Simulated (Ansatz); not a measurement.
One geometry of the cluster Cs₇⁻, several levels of theory.

```yaml
crystal:
  periodic: [false, false, false]
  atoms:
    - {symbol: Cs, position_ang: [1.856019, -3.308557, 6.469265]}
    - {symbol: Cs, position_ang: [-2.331656, 1.901163, -2.415782]}
    - {symbol: Cs, position_ang: [-0.779533, -0.922181, 2.680050]}
    - {symbol: Cs, position_ang: [2.658428, -0.279264, -3.077603]}
    - {symbol: Cs, position_ang: [-0.106160, 3.533996, -6.683756]}
    - {symbol: Cs, position_ang: [4.095190, -2.322651, 1.247276]}
    - {symbol: Cs, position_ang: [-5.392289, 1.397494, 1.780550]}
basis:
  gaussian: {orbitals: def2-TZVPD, initial_orbitals: start.molden}
total_charge: -1
hamiltonian: {xc: pbe0}
scf: {omitted_lower_state_checks: [starts]}
output: {orbitals: {seedname: orbitals}}
```

The file start.molden holds the orbitals of an earlier run on this structure, at another level or in another basis.

```sh
$ ansatz run in.yaml --threads 4 --pin off --events-out ev --progress --plain --max-ram 4787MiB
```

Output, abridged:

```
Functional definition: PBE0
  name "PBE0"
  cite "Adamo & Barone, J. Chem. Phys. 110, 6158 (1999) doi:10.1063/1.478522"
  cite "Perdew, Burke & Ernzerhof, Phys. Rev. Lett. 77, 3865 (1996) doi:10.1103/PhysRevLett.77.3865"
  parent pbe
  parameter a = 0.25
  parameter kappa = 0.804
  parameter beta = 0.06672455060314922
  exchange = (1 - a)*pbe_x(kappa = kappa, mu = beta*pi^2/3) + a*exact_x
  correlation = pbe_c(beta = beta)
these checks for a lower state are left out or cut short: starts
2163 factors; their error is unknown
mean field evaluation 1: about -3839.3476 eV, gradient 3.8e0 eV
mean field evaluation 2: about -3839.4557 eV, gradient 1.6e-1 eV
mean field evaluation 4: about -3839.4597 eV, gradient 6.9e-3 eV
mean field -3839.45971634 eV, -141.0975420961 hartree, gradient 1.8e-5 eV, S^2 0.000000; 0 other end points of the search recorded, 0 dependent functions left out
reference -3839.45976139 eV, -141.0975437518 hartree; 32, 32 occupied and 192, 192 virtual orbitals, 2163 factors
Total energy: -3839.45976139 eV, -141.0975437518 hartree
Checks for a lower state left out: starts
```

It took 14 s on 4 threads of Arm Neoverse V1 on a shared host, peak host memory 0.98 GiB.

First input, but with `hamiltonian: {xc: {name: B3LYP}}` (abridged; 16 s):

```
Functional definition: B3LYP
mean field -3840.86808394 eV, -141.1492986509 hartree, gradient 1.7e-5 eV, S^2 0.000000
Total energy: -3840.86836814 eV, -141.1493090949 hartree
Checks for a lower state left out: starts
```

As the first input, with `hamiltonian: {xc: {name: BHLYP}}` (abridged; 16 s):

```
Functional definition: BHLYP
mean field -3827.71540484 eV, -140.6659466093 hartree, gradient 2.4e-5 eV, S^2 0.000000
Total energy: -3827.71559029 eV, -140.6659534242 hartree
Checks for a lower state left out: starts
```

The first input with `hamiltonian: {xc: pbe}`, `correlation: {method: rpa}` and without the key `output` (abridged; 21 s):

```
Functional definition: PBE
mean field -3841.13981779 eV, -141.1592846857 hartree, gradient 7.2e-6 eV, S^2 0.000000
Total energy: -3816.89742125 eV, -140.2683930450 hartree
Checks for a lower state left out: starts
```

First input, but with `hamiltonian: {xc: pbe}`, `output: {forces: true, orbitals: {seedname: orbitals}}` (abridged; 12 s):

```
Functional definition: PBE
mean field -3841.13983002 eV, -141.1592851353 hartree, gradient 2.0e-5 eV, S^2 0.000000
Total energy: -3841.13989119 eV, -141.1592873830 hartree
Atom 0 force     0.005453     0.003981    -0.017403 eV/Å
Atom 1 force     0.022841    -0.009678     0.013383 eV/Å
Atom 2 force     0.008985     0.008059    -0.027666 eV/Å
Atom 3 force    -0.032976     0.023587     0.002484 eV/Å
Atom 4 force     0.002585    -0.017675     0.015290 eV/Å
Atom 5 force    -0.024276    -0.001765     0.021191 eV/Å
Atom 6 force     0.017389    -0.006509    -0.007278 eV/Å
Dipole moment:    -0.125749    -0.028001    -0.100949 e Å
Checks for a lower state left out: starts
```

First input, but with `correlation: {method: mp2}` and without the key `hamiltonian` (abridged; 6.5 s):

```
Functional definition: HF
mean field -3782.26627685 eV, -138.9957219621 hartree, gradient 2.6e-6 eV, S^2 0.000000; unrestricted orbitals would lower it
second order -22.71223500 eV of doubles, -0.00000000 eV of singles
Total energy: -3804.97851185 eV, -139.8303812036 hartree
Checks for a lower state left out: starts
```

First input, but with `hamiltonian: {xc: {name: revPBE}}` (abridged; 11 s):

```
Functional definition: revPBE
mean field -3845.66899605 eV, -141.3257289167 hartree, gradient 2.4e-5 eV, S^2 0.000000
Total energy: -3845.66907088 eV, -141.3257316666 hartree
Checks for a lower state left out: starts
```

Geometry: B3LYP/def2-SVPD.

In the def2 sets Cs takes a core potential; there is no spin–orbit coupling. B3LYP takes the VWN-RPA correlation. Correlated methods freeze no core orbitals; core or outer-core shells of Cs are correlated, in sets that lack core-valence functions. The restricted singlet is unstable towards broken spin symmetry in Hartree–Fock (as tested in another run); at PBE0/def2-TZVPD, B3LYP/def2-TZVPD, BHLYP/def2-TZVPD, RPA@PBE/def2-TZVPD and others this wasn't settled. At MP2/def2-TZVPD the restricted singlet (for correlated methods, its reference) is unstable: a solution with broken spin symmetry lies lower. Another isomer (singlet) lies 0.34 eV lower at PBE0/def2-TZVPD; other spin states weren't run for this one.
